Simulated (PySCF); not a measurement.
BGeH5NO, Cl2GeH2N, GeH5N2O, ClGeH3NO and others (calculated)

All values are calculated (PySCF 2.14.0). Calculation on a computer-drawn molecule: the log of a Hartree-Fock and frozen-core CCSD(T) single point meant for a local Hartree-Fock minimum, with one planted fault or none, to be diagnosed. Offsets are logged minus clean, where the clean run is the same molecule without the fault. The reference is restricted for singlets and unrestricted otherwise, and also for a bond in bohr or an excited solution. Adding or removing an electron swaps singlet and doublet. The excited solution moves the top pair (singlet) or top alpha electron (doublet) to the lowest empty orbital. Highest occupied and lowest empty are orbital energies over both spins, largest force is the largest gradient component, triples share is (T) over the correlation energy, the T1 limit is 0.02 restricted and 0.045 unrestricted, electrons count all cores, a negative frequency is imaginary (commonest isotopes), and the dipole is about the centre of nuclear charge; on germanium a core potential holds 10 electrons, which the energies leave out, and 3d is frozen in MP2 and coupled-cluster steps.

Common to all runs: logged SCF converged yes; possible faults no fault, one electron removed, one electron added, multiplicity raised by two, geometry at a saddle point, SCF held on an excited solution, minimal basis STO-3G, one bond length entered in bohr, all coordinates scaled.

(1) 
```xyz
9
formula=BGeH5NO meant_charge=0 meant_multiplicity=2 meant_basis=cc-pVDZ meant_basis_and_core_potential_on_germanium=cc-pVDZ-PP_ECP10MDF logged_electrons=57 logged_basis_functions=90 logged_spin_squared=0.7664 logged_highest_occupied=-7.4108 logged_lowest_empty=1.6892 logged_largest_force=0.010788 logged_T1_diagnostic=0.018806 logged_D1_diagnostic=0.076528 logged_triples_share=0.026049 logged_CC_converged=yes logged_dipole_magnitude=1.7615 logged_SCF_stable_within_its_kind=yes logged_energy_HF=-450.31113 logged_energy_CCSD(T)=-450.88797 planted_fault=all_coordinates_scaled,by_-1.1_% HF_energy_offset_from_clean_run=0.6686 CCSD(T)_energy_offset_from_clean_run=2.003
N      0.1403     1.4836     3.0383
Ge     1.0166     1.5725     1.4342
B      0.5423     3.2818     0.4009
O      0.7431     3.3055    -0.9177
H      0.3292     2.2333     3.6638
H      0.2554     0.6299     3.5347
H      0.7275     0.2508     0.7366
H      0.1834     4.2617     0.9779
H      0.5676     4.1344    -1.3146
```

Units: logged_highest_occupied, logged_lowest_empty in eV; logged_largest_force in hartree/bohr; logged_dipole_magnitude in debye; logged_energy_HF, logged_energy_CCSD(T) in hartree; HF_energy_offset_from_clean_run, CCSD(T)_energy_offset_from_clean_run in kcal/mol.

Drawn bonds:
```
atom  other atom  order
   1           2      1
   2           3      1
   3           4      1
   1           5      1
   1           6      1
   2           7      1
   3           8      1
   4           9      1
```

(2) 
```xyz
9
formula=BGeH5NO meant_charge=0 meant_multiplicity=2 meant_basis=cc-pVDZ meant_basis_and_core_potential_on_germanium=cc-pVDZ-PP_ECP10MDF logged_electrons=58 logged_basis_functions=90 logged_spin_squared=0 logged_highest_occupied=0.09903 logged_lowest_empty=8.5801 logged_largest_force=0.045131 logged_T1_diagnostic=0.019105 logged_D1_diagnostic=0.081962 logged_triples_share=0.027763 logged_CC_converged=yes logged_dipole_magnitude=2.0744 logged_SCF_stable_within_its_kind=yes logged_energy_HF=-450.27733 logged_energy_CCSD(T)=-450.88492 planted_fault=one_electron_added HF_energy_offset_from_clean_run=21.88 CCSD(T)_energy_offset_from_clean_run=3.915
N      0.1418     1.5001     3.0721
Ge     1.0279     1.5900     1.4502
B      0.5483     3.3183     0.4053
O      0.7514     3.3422    -0.9279
H      0.3329     2.2581     3.7045
H      0.2583     0.6369     3.5740
H      0.7356     0.2536     0.7448
H      0.1854     4.3091     0.9888
H      0.5739     4.1804    -1.3292
```

Units: logged_highest_occupied, logged_lowest_empty in eV; logged_largest_force in hartree/bohr; logged_dipole_magnitude in debye; logged_energy_HF, logged_energy_CCSD(T) in hartree; HF_energy_offset_from_clean_run, CCSD(T)_energy_offset_from_clean_run in kcal/mol.

Drawn bonds:
```
atom  other atom  order
   1           2      1
   2           3      1
   3           4      1
   1           5      1
   1           6      1
   2           7      1
   3           8      1
   4           9      1
```

Notes: highest electron not bound in this basis.

(3) 
```xyz
6
formula=Cl2GeH2N meant_charge=0 meant_multiplicity=2 meant_basis=cc-pV(D+d)Z meant_basis_and_core_potential_on_germanium=cc-pVDZ-PP_ECP10MDF logged_electrons=75 logged_basis_functions=93 logged_spin_squared=1.0333 logged_highest_occupied=-3.3048 logged_lowest_empty=-1.9109 logged_largest_force=0.058814 logged_dipole_magnitude=5.5426 logged_SCF_stable_within_its_kind=no logged_energy_HF=-1267.86032 planted_fault=SCF_held_on_an_excited_solution HF_energy_offset_from_clean_run=140.6
N     -0.2744     1.5129     0.3875
Ge    -0.8975     2.8729    -0.6540
Cl    -2.1097     1.9473    -2.2010
Cl    -2.1559     4.0926     0.6300
H      0.2260     1.8015     1.2117
H      0.2505     0.8068    -0.1013
```

Units: logged_highest_occupied, logged_lowest_empty in eV; logged_largest_force in hartree/bohr; logged_dipole_magnitude in debye; logged_energy_HF in hartree; HF_energy_offset_from_clean_run in kcal/mol.

Drawn bonds:
```
atom  other atom  order
   1           2      1
   2           3      1
   2           4      1
   1           5      1
   1           6      1
```

Notes: coupled-cluster numbers left out as unreliable.

(4) 
```xyz
9
formula=GeH5N2O meant_charge=0 meant_multiplicity=2 meant_basis=cc-pVDZ meant_basis_and_core_potential_on_germanium=cc-pVDZ-PP_ECP10MDF logged_electrons=60 logged_basis_functions=90 logged_spin_squared=0 logged_highest_occupied=-0.22627 logged_lowest_empty=9.7599 logged_largest_force=0.096502 logged_T1_diagnostic=0.013935 logged_D1_diagnostic=0.047582 logged_triples_share=0.024367 logged_CC_converged=yes logged_dipole_magnitude=2.0262 logged_SCF_stable_within_its_kind=yes logged_energy_HF=-480.04944 logged_energy_CCSD(T)=-480.73182 planted_fault=one_electron_added HF_energy_offset_from_clean_run=17.38 CCSD(T)_energy_offset_from_clean_run=3.692
N      0.1226    -1.6822     1.7478
Ge     0.3030    -0.0878     0.8451
N      2.0672     0.0559     0.3253
O     -0.6632    -0.2852    -0.6415
H      0.1196    -1.6096     2.7508
H     -0.7026    -2.1859     1.4654
H      2.4436     0.9877     0.3035
H      2.6841    -0.5286     0.8652
H     -0.1207    -0.3448    -1.4169
```

Units: logged_highest_occupied, logged_lowest_empty in eV; logged_largest_force in hartree/bohr; logged_dipole_magnitude in debye; logged_energy_HF, logged_energy_CCSD(T) in hartree; HF_energy_offset_from_clean_run, CCSD(T)_energy_offset_from_clean_run in kcal/mol.

Drawn bonds:
```
atom  other atom  order
   1           2      1
   2           3      1
   2           4      1
   1           5      1
   1           6      1
   3           7      1
   3           8      1
   4           9      1
```

(5) 
```xyz
7
formula=ClGeH3NO meant_charge=0 meant_multiplicity=2 meant_basis=cc-pV(D+d)Z meant_basis_and_core_potential_on_germanium=cc-pVDZ-PP_ECP10MDF logged_electrons=66 logged_basis_functions=89 logged_spin_squared=0 logged_highest_occupied=-17.9 logged_lowest_empty=-7.4254 logged_largest_force=0.089942 logged_T1_diagnostic=0.021671 logged_D1_diagnostic=0.093062 logged_triples_share=0.03251 logged_CC_converged=yes logged_dipole_magnitude=3.8503 logged_SCF_stable_within_its_kind=yes logged_energy_HF=-883.6938 logged_energy_CCSD(T)=-884.33346 planted_fault=one_electron_removed HF_energy_offset_from_clean_run=194.6 CCSD(T)_energy_offset_from_clean_run=182.3
N     -0.2868     1.9287    -1.5829
Ge    -1.7347     2.7021    -0.7883
O     -3.0989     1.7614    -1.4066
Cl    -1.6155     2.4015     1.3829
H     -0.4684     1.6193    -2.5239
H      0.5645     2.4626    -1.5610
H     -3.8441     1.6899    -0.8258
```

Units: logged_highest_occupied, logged_lowest_empty in eV; logged_largest_force in hartree/bohr; logged_dipole_magnitude in debye; logged_energy_HF, logged_energy_CCSD(T) in hartree; HF_energy_offset_from_clean_run, CCSD(T)_energy_offset_from_clean_run in kcal/mol.

Drawn bonds:
```
atom  other atom  order
   1           2      1
   2           3      1
   2           4      1
   1           5      1
   1           6      1
   3           7      1
```

Notes: T1 above single-reference limit.

(6) 
```xyz
6
formula=AlGeH2NO meant_charge=0 meant_multiplicity=1 meant_basis=cc-pV(D+d)Z meant_basis_and_core_potential_on_germanium=cc-pVDZ-PP_ECP10MDF logged_electrons=62 logged_basis_functions=84 logged_spin_squared=0.8008 logged_highest_occupied=-9.1709 logged_lowest_empty=-0.24729 logged_largest_force=0.020474 logged_T1_diagnostic=0.065086 logged_D1_diagnostic=0.26943 logged_triples_share=0.04999 logged_CC_converged=yes logged_dipole_magnitude=6.6831 logged_SCF_stable_within_its_kind=yes logged_energy_HF=-665.62457 logged_energy_CCSD(T)=-666.17147 planted_fault=one_bond_length_entered_in_bohr,row_4_of_the_drawn_bonds HF_energy_offset_from_clean_run=88.69 CCSD(T)_energy_offset_from_clean_run=88.98
N      1.3119    -1.3202    -0.5431
Ge     1.5118    -1.4207    -2.3375
Al    -1.0385    -1.0207    -2.8897
O     -2.5596    -0.7816    -3.2323
H      2.8338    -1.5290     0.5729
H      0.4858    -1.1634     0.0017
```

Units: logged_highest_occupied, logged_lowest_empty in eV; logged_largest_force in hartree/bohr; logged_dipole_magnitude in debye; logged_energy_HF, logged_energy_CCSD(T) in hartree; HF_energy_offset_from_clean_run, CCSD(T)_energy_offset_from_clean_run in kcal/mol.

Drawn bonds:
```
atom  other atom  order
   1           2      1
   2           3      1
   3           4      2
   1           5      1
   1           6      1
```

Notes: T1 above single-reference limit.

(7) 
```xyz
6
formula=AlGeH2NO meant_charge=0 meant_multiplicity=1 meant_basis=cc-pV(D+d)Z meant_basis_and_core_potential_on_germanium=cc-pVDZ-PP_ECP10MDF logged_electrons=61 logged_basis_functions=84 logged_spin_squared=0.7567 logged_highest_occupied=-14.262 logged_lowest_empty=-5.5925 logged_largest_force=0.10981 logged_CC_converged=no logged_dipole_magnitude=0.75519 logged_SCF_stable_within_its_kind=yes logged_energy_HF=-665.52073 planted_fault=one_electron_removed HF_energy_offset_from_clean_run=153.9
N      1.3119    -1.3202    -0.5431
Ge     1.5118    -1.4207    -2.3375
Al    -1.0385    -1.0207    -2.8897
O     -2.5596    -0.7816    -3.2323
H      2.1173    -1.4307     0.0475
H      0.4858    -1.1634     0.0017
```

Units: logged_highest_occupied, logged_lowest_empty in eV; logged_largest_force in hartree/bohr; logged_dipole_magnitude in debye; logged_energy_HF in hartree; HF_energy_offset_from_clean_run in kcal/mol.

Drawn bonds:
```
atom  other atom  order
   1           2      1
   2           3      1
   3           4      2
   1           5      1
   1           6      1
```

Notes: CCSD not converged.

(8) 
```xyz
6
formula=AlGeH3N meant_charge=-1 meant_multiplicity=1 meant_basis=aug-cc-pV(D+d)Z meant_basis_and_core_potential_on_germanium=aug-cc-pVDZ-PP_ECP10MDF logged_electrons=56 logged_basis_functions=114 logged_spin_squared=0 logged_highest_occupied=-3.2228 logged_lowest_empty=3.204 logged_largest_force=0.012717 logged_T1_diagnostic=0.021308 logged_D1_diagnostic=0.050832 logged_triples_share=0.042839 logged_CC_converged=yes logged_dipole_magnitude=2.2434 logged_SCF_stable_within_its_kind=yes logged_energy_HF=-591.49206 logged_energy_CCSD(T)=-591.90029 planted_fault=all_coordinates_scaled,by_-1.5_% HF_energy_offset_from_clean_run=0.7201 CCSD(T)_energy_offset_from_clean_run=2.137
N      0.1455    -2.3276     0.5490
Al     0.3537    -1.1397    -0.5252
Ge     0.4883     0.5854    -2.3449
H      0.0695    -3.0155     1.2359
H      2.0599     0.5046    -2.3511
H      0.4117     1.7515    -1.2909
```

Units: logged_highest_occupied, logged_lowest_empty in eV; logged_largest_force in hartree/bohr; logged_dipole_magnitude in debye; logged_energy_HF, logged_energy_CCSD(T) in hartree; HF_energy_offset_from_clean_run, CCSD(T)_energy_offset_from_clean_run in kcal/mol.

Drawn bonds:
```
atom  other atom  order
   1           2      2
   2           3      1
   1           4      1
   3           5      1
   3           6      1
```

Notes: T1 above single-reference limit.
